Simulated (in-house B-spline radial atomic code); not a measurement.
Values are calculated unless marked as measured or tabulated.
## Rb in electron gases of falling density

A nucleus sits in a uniform electron gas with a rigid positive background. The Kohn-Sham equations are solved self-consistently in the spin-unpolarised LDA (PW92), non-relativistic, on B-splines with outgoing waves at the boundary and partial waves to l = 8. The model has no lattice, no bands and no magnetic solution. Atomic units; δ_l are the phase shifts at the Fermi level, counted so that each bound state adds π, and good to about 0.0005.

| r_s (bohr) | k_F | δ0/π | δ1/π | δ2/π | shallowest bound level (hartree) | σ_tr (bohr²) | Q (a.u.) |
| --- | --- | --- | --- | --- | --- | --- | --- |
| 1.5 | 1.2794 | 3.349 | 2.577 | 1.358 | p -0.0757 | 24.95 | 2.258 |
| 1.65 | 1.1631 | 3.411 | 2.629 | 1.347 | p -0.112 | 33.53 | 2.073 |
| 1.8 | 1.0662 | 3.467 | 2.675 | 1.332 | p -0.148 | 42.88 | 1.872 |
| 2 | 0.9596 | 3.534 | 2.730 | 1.309 | p -0.192 | 55.17 | 1.580 |
| 2.07 | 0.9271 | 3.555 | 2.747 | 1.301 | p -0.207 | 59.09 | 1.474 |
| 2.2 | 0.8723 | 3.594 | 2.777 | 1.285 | p -0.232 | 65.45 | 1.280 |
| 2.4 | 0.7996 | 3.649 | 2.819 | 1.260 | p -0.268 | 72.25 | 0.998 |
| 2.67 | 0.7188 | 3.716 | 2.868 | 1.227 | p -0.308 | 74.77 | 0.674 |
| 3 | 0.6397 | 3.791 | 2.919 | 1.190 | p -0.347 | 68.08 | 0.385 |
| 3.3 | 0.5816 | 3.852 | 2.957 | 1.158 | p -0.375 | 55.56 | 0.215 |
| 3.6 | 0.5331 | 3.907 | 2.990 | 1.130 | p -0.397 | 40.79 | 0.111 |
| 4 | 0.4798 | 3.971 | 3.024 | 1.098 | p -0.418 | 23.15 | 0.041 |

Q = n k_F σ_tr, with n = 3/(4π r_s³).

Q: How does the screening charge move between partial waves as the gas thins?

A: By (2/π)(2l + 1) δ_l, at r_s = 1.5 it is s 6.70, p 15.46, d 13.58, f and beyond 1.26, and at r_s = 4 s 7.94, p 18.15, d 10.98, f and beyond -0.06. The free atom is [Kr] 5s1.

Q: What end-to-end powers of r_s do the first and last rows give for σ_tr and Q?

A: σ_tr goes as r_s^-0.08 and Q as r_s^-4.08. Since n k_F/k_F² goes as r_s⁻², Q = 4π n Σ/k_F would fall as r_s⁻² at fixed phase shifts; the sum Σ (l + 1) sin²(δ_l − δ_(l+1)) is 3.250 in the first row and 0.424 in the last, and ranges from 0.42 to 4.04 between them, so these powers are no law.
